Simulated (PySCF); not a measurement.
Ligands exchanged one at a time, Sn C2H5-I. All species are isolated molecules in the gas phase. One relaxed conformer stands for each flexible species; it need not be the lowest. Strings in code marks are SMILES.

All values below come from PBE-D3(BJ)/def2-TZVP // PBE-D3(BJ)/def2-SVP in PySCF 2.14.0. Excitations are Tamm–Dancoff values on a coarser integration grid. The basis has no diffuse functions, so Rydberg states are missing or too high.

| species | S1 excitation (TDA) (eV) | S1 oscillator strength | HOMO (eV) |
|---|---|---|---|
| 0 of 4 C2H5 replaced by I (`C[CH2][Sn]([CH2]C)([CH2]C)[CH2]C`) | 5.71 | [?] | [?] |
| 2 of 4 C2H5 replaced by I (`[CH2](C)[Sn]([I])([I])[CH2]C` (C–C–Sn–I torsion 59°, I–Sn–C–C torsion -57°)) | [?] | 0.040 | -6.19 |
| 3 of 4 C2H5 replaced by I | 2.89 | 0.000 | -6.46 |
| 4 of 4 C2H5 replaced by I (`[I][Sn]([I])([I])[I]`) | 2.30 | 0.000 | -6.78 |

**Question.** Complete the blanks.

**Answer.** 
- 0 of 4 C2H5 replaced by I (`C[CH2][Sn]([CH2]C)([CH2]C)[CH2]C`), S1 oscillator strength: 0.019
- 0 of 4 C2H5 replaced by I (`C[CH2][Sn]([CH2]C)([CH2]C)[CH2]C`), HOMO (eV): -5.84
- 2 of 4 C2H5 replaced by I (`[CH2](C)[Sn]([I])([I])[CH2]C` (C–C–Sn–I torsion 59°, I–Sn–C–C torsion -57°)), S1 excitation (TDA) (eV): 3.85
